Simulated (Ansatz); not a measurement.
Harmonic vibrations of the cluster CdF2⁻ by finite differences.

```yaml
crystal:
  periodic: [false, false, false]
  atoms:
    - {symbol: Cd, position_ang: [0.509708, -0.428996, 0.134714]}
    - {symbol: F, position_ang: [0.042280, -0.011285, -1.910305]}
    - {symbol: F, position_ang: [-0.551988, 0.440271, 1.775591]}
basis:
  gaussian: {orbitals: def2-TZVPD}
total_charge: -1
magnetization: {spin_polarized: true, initial_magnetization: 1}
hamiltonian: {xc: pbe, dispersion: d4}
scf: {omitted_lower_state_checks: [starts]}
phonons: {temperatures: {t_min: 298.15, t_max: 900, t_step: 200}}
```

```sh
$ ansatz run in.yaml --threads 4 --pin off --events-out ev --progress --plain --max-ram 3916MiB
```

It prints (some lines left out):

```
Functional definition: PBE
mean field -9998.74841320 eV, -367.4472267902 hartree, gradient 1.6e-5 eV, S^2 0.751425; 0 other end points of the search recorded, 0 dependent functions left out
mean field -9998.74840155 eV, -367.4472263618 hartree, gradient 1.1e-6 eV, S^2 0.751427; 0 other end points of the search recorded, 0 dependent functions left out
mean field -9998.74839446 eV, -367.4472261014 hartree, gradient 1.2e-6 eV, S^2 0.751423; 0 other end points of the search recorded, 0 dependent functions left out
mean field -9998.74839451 eV, -367.4472261031 hartree, gradient 2.1e-6 eV, S^2 0.751424; 0 other end points of the search recorded, 0 dependent functions left out
mean field -9998.74839680 eV, -367.4472261873 hartree, gradient 1.9e-6 eV, S^2 0.751425; 0 other end points of the search recorded, 0 dependent functions left out
mean field -9998.74841090 eV, -367.4472267055 hartree, gradient 1.2e-6 eV, S^2 0.751424; 0 other end points of the search recorded, 0 dependent functions left out
mean field -9998.74840988 eV, -367.4472266679 hartree, gradient 1.1e-6 eV, S^2 0.751425; 0 other end points of the search recorded, 0 dependent functions left out
mean field -9998.74841141 eV, -367.4472267241 hartree, gradient 2.6e-6 eV, S^2 0.751426; 0 other end points of the search recorded, 0 dependent functions left out
mean field -9998.74839266 eV, -367.4472260353 hartree, gradient 1.7e-6 eV, S^2 0.751424; 0 other end points of the search recorded, 0 dependent functions left out
mean field -9998.74839851 eV, -367.4472262503 hartree, gradient 2.4e-6 eV, S^2 0.751424; 0 other end points of the search recorded, 0 dependent functions left out
mean field -9998.74840663 eV, -367.4472265484 hartree, gradient 2.4e-6 eV, S^2 0.751426; 0 other end points of the search recorded, 0 dependent functions left out
mean field -9998.74839772 eV, -367.4472262213 hartree, gradient 2.3e-6 eV, S^2 0.751424; 0 other end points of the search recorded, 0 dependent functions left out
mean field -9998.74841417 eV, -367.4472268257 hartree, gradient 2.2e-6 eV, S^2 0.751425; 0 other end points of the search recorded, 0 dependent functions left out
Total energy: -9998.78750964 eV, -367.4486635575 hartree
Atom 0 at     0.509708    -0.428996     0.134714 Å, force    -0.000148     0.000120     0.000315 eV/Å
Atom 1 at     0.042280    -0.011285    -1.910305 Å, force     0.000038    -0.000027    -0.000390 eV/Å
Atom 2 at    -0.551988     0.440271     1.775591 Å, force     0.000110    -0.000093     0.000075 eV/Å
Dipole moment:     0.410670    -0.345638     0.108496 e Å
Vibrations: 87.78 356.75 366.60 cm⁻¹, zero-point energy 0.050284 eV
Checks for a lower state left out: starts
```

Hardware: 4 threads of Arm Neoverse V1 on a shared host. Wall time 8.5 s.

In the def2 sets Cd takes a core potential; there is no spin–orbit coupling. The relaxation made no stability test and no search for a lower SCF solution. The structure comes from a short search, and lower isomers may exist.
